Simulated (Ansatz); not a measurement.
Four-centre ligand exchange

Start structure (SiH3Cl3O, singlet), relaxed at PBE0-D4/def2-TZVP:

```tsv
atom	x (Å)	y (Å)	z (Å)
Si1	0.1279	0.5305	-1.2775
Cl2	1.8401	1.1798	-0.4266
Cl3	0.0572	-1.5050	-1.2586
Cl4	-1.4838	1.2605	-0.2686
H5	0.0547	0.9885	-2.6712
H6	0.0126	-1.4889	1.6179
O7	0.0953	-0.7393	2.2124
H8	-0.7040	-0.2260	2.0722
```

The step: SiHCl₃ ([Cl][SiH]([Cl])[Cl]) + H₂O → SiH₂Cl₂O ([OH][SiH]([Cl])[Cl]) + HCl; bonds formed: Si1–O7, Cl2–H6; bonds broken: Si1–Cl2, H6–O7. Computed with Ansatz 0.2.0 (basis: def2-TZVPP and def2-QZVPP); correlated methods freeze the cores. Extrapolation: Hartree–Fock as exp(−7.88 √X), correlation as X^−2.97. Energies below are by CCSD(T) at an estimated basis limit (MP2 extrapolated from triple and quadruple zeta, plus CCSD(T) − MP2 in triple zeta).

Q: What are the electronic barrier and the energy of the step, from the start structure to the end structure? (Judge from chemistry; the value comes from the calculation.)

A: Computed: Barrier 0.919 eV; step energy -0.206 eV (downhill); reverse barrier, their difference, 1.125 eV. Barrier and step energy count from the start structure, the reverse barrier from the end structure.

The saddle point: One imaginary mode of 310i cm⁻¹.
| pair | start (Å) | saddle (Å) | end (Å) |
| --- | --- | --- | --- |
| Si1–O7 | 3.71 | 1.77 | 1.63 |
| Cl2–H6 | 3.83 | 1.72 | 1.29 |
| Si1–Cl2 | 2.02 | 2.53 | 4.32 |
| H6–O7 | 0.96 | 1.08 | 1.93 |

Zero-point energy (harmonic, PBE0-D4): ZPE is 1.004 eV at the start and 0.986 eV at the saddle, so the barrier goes from 0.919 to 0.901 eV.

The T1 diagnostic stays at or below 0.010.

The step is the kind of ligand exchange by which a precursor binds to a hydroxyl group, or is hydrolysed, in atomic layer deposition of oxides.

Labels in which every atom is bracketed show which atoms are joined, not bond orders.

For scale, one of the runs: CCSD(T)/def2-TZVPP, 241 basis functions, launched by `ansatz run in.yaml --threads 8 --pin off --events-out ev --progress --plain --max-ram 19148MiB`. Hardware: 8 CPU threads of an Arm Neoverse V2, shared host. Wall time 59 s; peak host memory 4.3 GiB.
